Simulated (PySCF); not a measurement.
C₅H₇FO, SMILES C=C1O[C@@](C1)(F)C.

Coordinates come from a B3LYP-D3(BJ)/def2-SVP optimisation. The structure was generated by enumeration; whether it is a known compound was not checked.

Level of theory: PySCF with TDA-PBE/def2-SVPD.

Vertical excitations. 

```
state  energy (eV)  λ (nm)      f                                         main pairs
-----  -----------  ------  -----  -------------------------------------------------
S1            5.65     220  0.003                                   HOMO→LUMO+1 97 %
S2            6.34     195  0.020                                   HOMO→LUMO+2 97 %
S3            6.67     186  0.203  HOMO→LUMO 53 %, HOMO→LUMO+6 17 %, HOMO→LUMO+3 9 %
S4            6.82     182  0.013                                   HOMO→LUMO+3 89 %
S5            7.00     177  0.014                                   HOMO→LUMO+4 98 %
S6            7.15     173  0.006                                   HOMO→LUMO+5 85 %
T1            4.31     288      0                                     HOMO→LUMO 97 %
T2            5.59     222      0                                   HOMO→LUMO+1 99 %
```
Triplets are in the Tamm–Dancoff approximation.
